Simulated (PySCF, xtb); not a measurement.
Al(AsH2)2(H) (AlAs2H5), SMILES [AsH2][AlH][AsH2].

GFN2-xTB (xtb 6.7.1) at its own geometry gives an orbital gap of 3.18 eV and a dipole moment of 0.74 D.

Geometry: B3LYP-D3(BJ)/def2-SVP. The structure was generated by enumeration; whether it is a known compound was not checked.

Question: What does PBE/def2-TZVPD in PySCF give? (The exact figures need the calculation; the answer reports its results.)

Answer: gap 3.53 eV (levels -5.95 and -2.42 eV), dipole 0.11 D.
